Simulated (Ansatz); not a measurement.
The same path of C₂H₇FSSi₂ (13 atoms, charge 0, multiplicity 1) was run twice with different band settings. Made: C4–H13.

Theory: Ansatz, RKS PBE0-D4/6-31G*.

Relaxed end points:

```xyz
13
Properties=species:S:1:pos:R:3
C -1.833 -1.223 -0.406
Si -0.025 -1.112 0.026
F 0.162 -1.154 1.635
C 0.690 0.531 -0.569
Si 1.422 1.786 0.646
S 0.629 0.800 -2.181
H -2.265 -2.173 -0.073
H -2.396 -0.408 0.063
H -1.959 -1.147 -1.491
H 0.784 -2.215 -0.555
H 0.373 2.149 1.640
H 1.885 2.990 -0.090
H 2.553 1.141 1.369
```

```xyz
13
Properties=species:S:1:pos:R:3
C -1.728 -1.127 -0.460
Si 0.013 -1.067 0.186
F -0.010 -1.038 1.810
C 0.841 0.521 -0.409
Si 0.765 2.032 0.702
S 0.965 0.567 -2.118
H -2.255 -2.014 -0.093
H -2.287 -0.241 -0.142
H -1.718 -1.152 -1.553
H 0.856 -2.217 -0.224
H 1.242 1.754 2.089
H 1.446 3.235 0.138
H 1.891 0.711 0.089
```

Common settings: movable images 7; climbing image yes; spring 5.0 eV/Å²; optimiser quadratic models (default); start path through a guess of the saddle point; iteration limit 60; end points relaxed.

| run | force threshold |
| --- | --- |
| 1 | 0.05 eV/Å |
| 2 | 0.5 eV/Å |

Q: What does each run give, and how far can it be trusted?

A: Run 1: converged after 13 iterations, highest image 1.663 eV above the first end. A vibrational analysis at the climbing image gives one clearly imaginary mode, 519i cm⁻¹: a first-order saddle point.
Run 2: converged after 7 iterations, highest image 1.635 eV above the first end. The threshold of 0.5 eV/Å is loose, so the images may lie well off the minimum-energy path. The order of the stationary point at the top wasn't checked.
